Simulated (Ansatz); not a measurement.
Ideal-gas functions of CH3AlO2S (`O[CH]1[S][Al]1[OH]`) at 400 K and 1 bar, from an Ansatz frequency run at PBE0-D4/def2-TZVP.

Molar mass 106.08 g/mol, point group C1 (symmetry number 1), electronic degeneracy 1, moments of inertia 102.445, 217.395, 303.871 u Å². Harmonic wavenumbers (cm⁻¹, unscaled): 136, 175, 260, 270, 277, 424, 448, 531, 596, 626, 955, 987, 1133, 1244, 1398, 3101, 3798, 3967.

Use S(trans) = R[1.5 ln M + 2.5 ln T − 1.1517]; rotational temperatures θ = 24.2544 K / I; S(rot) = R[ln(√π/σ · √(T³/θAθBθC)) + 1.5]; for each mode x = 1.438777 ν̃/T, S = R[x/(eˣ − 1) − ln(1 − e⁻ˣ)] and H = RT x/(eˣ − 1); 1 cm⁻¹ = 0.0119627 kJ/mol; R = 8.31446 J/(mol·K).

Task: By hand: the entropy, in J/(mol·K).

Result: Translation 173.1. Rotation: θ = 0.2368, 0.1116, 0.0798 K, giving 117.6. Vibration, mode by mode: 14.34, 12.30, 9.17, 8.88, 8.68, 5.57, 5.19, 4.09, 3.40, 3.13, 1.22, 1.12, 0.73, 0.52, 0.33, 0.00, 0.00, 0.00, in all 78.7. Electronic 0.0. Sum 369.4 J/(mol·K).

Task: By hand: H − E and G − E in kJ/mol, counted from the electronic energy.

Result: Zero-point energy ½ × 20326 × 0.0119627 = 121.6; thermal vibration 17.8; translation, rotation and pV give 4 RT = 13.3. H − E = 152.7 kJ/mol, and G − E = 152.7 − 400 × 369.4/1000 = 4.9 kJ/mol.

Vibration gives 21 % of the entropy, 14.3 J/(mol·K) of it from the mode under 150 cm⁻¹: soft modes count most, and the harmonic formula is weakest for them. The sum counts one conformer and one mirror image; others add a mixing term.
